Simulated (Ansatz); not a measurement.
# Reading a saddle point

A first-order saddle point of ZnH$_{3}$OF, singlet, PBE0-D4/def2-TZVP, with one imaginary mode of 974i cm⁻¹:

```csv
atom,x (Å),y (Å),z (Å)
Zn1,0.0497,0.1209,0.1649
F2,-0.2494,-0.8149,-1.5675
O3,-0.2838,0.1141,1.9098
H4,0.4440,0.2200,-1.5748
H5,0.8688,0.9800,-1.1323
H6,-0.8293,-0.6200,2.1999
```

Program: Ansatz 0.2.0. Basis: def2-TZVPP and def2-QZVPP. Cores are frozen in the correlated methods. The 3s and 3p shells of Cu and Zn are frozen; filled d shells are correlated. Extrapolation: Hartree–Fock as exp(−7.88 √X), correlation as X^−2.97.

Which contacts change along the imaginary mode, and what lies on either side? (Judge from chemistry; the calculation decides.)

By the calculation: The step is ZnHOF ([OH][Zn][F]) + H₂ → ZnH₂O ([OH][ZnH]) + HF, with the molecules in contact on both sides. Shortening one way: Zn1–H5, F2–H4; lengthening the same way: Zn1–F2, H4–H5.
```tsv
pair	one side (Å)	saddle (Å)	other side (Å)
Zn1–H5	2.47	1.76	1.53
F2–H4	2.86	1.25	0.93
Zn1–F2	1.74	1.99	2.73
H4–H5	0.75	0.98	1.94
```

Which side is lower, and how far does the saddle lie above each? (To be estimated.)

Computed: The side with Zn1–F2, H4–H5 short is lower by 8.93 kcal/mol; the saddle lies 25.55 kcal/mol above it and 16.62 kcal/mol above the other (CCSD(T) at an estimated basis limit (MP2 extrapolated from triple and quadruple zeta, plus CCSD(T) − MP2 in triple zeta); electronic energies).

T1 diagnostic: at most 0.018.

Labels in which every atom is bracketed show which atoms are joined, not bond orders.

For scale, one of the runs: CCSD(T)/def2-TZVPP, 168 basis functions (an equivalent command: `ansatz run in.yaml --threads 4`). The run took 29 s on 4 CPU threads (shared host), with 1.4 GiB of host memory at its peak.
